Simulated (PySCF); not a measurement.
A structure optimised at PBE0-D3(BJ)/def2-TZVP, used in a PySCF frequency run:

```xyz
3

Zn     0.0000     0.0000     0.0000
F      0.0000     0.0000    -1.7317
F      0.0000     0.0000     1.7317
```

Problem. Write its SMILES, formula and point group.

Solution. [F][Zn][F], F₂Zn, D∞h

Problem. What are its rotational constants (standard atomic weights)?

Solution. 4.4352 GHz (linear rotor, B only)
